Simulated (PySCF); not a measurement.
Tc⁺ (technetium, charge +1) across methods

[Kr] 4d5 5s1, high-spin 7S determinant. All numbers are calculated (PySCF 2.14, scalar relativity by spin-free X2C-1e, in x2c-TZVPPall with one added diffuse shell each of s, p, d, f type (9s7p7d3f1g, 95 functions)).

```tsv
method	E (hartree)	mean ε 4p β (eV)	mean ε 4d α (eV)	mean ε 5s α (eV)	Σ⟨r²⟩ (bohr²)	⟨S²⟩
BP86	-4285.53	-50.737	-15.455	-12.336	42.22	12.000
PBE	-4284.62	-50.483	-15.396	-12.158	42.28	12.000
revPBE	-4284.85	-50.441	-15.370	-12.085	42.26	12.001
r2SCAN	-4285.04	-51.186	-15.847	-12.435	42.01	12.001
CAM-B3LYP	-4285.24	-54.427	-18.262	-13.851	42.23	12.000
LDA	-4280.12	-50.832	-15.474	-12.442	42.27	12.000
LC-wPBE	-4284.61	-55.563	-19.824	-14.879	42.03	12.001
PBE0	-4284.70	-52.878	-17.087	-12.826	42.12	12.001
UHF	-4282.84310	-58.698	-21.490	-14.446	42.39	12.002
```
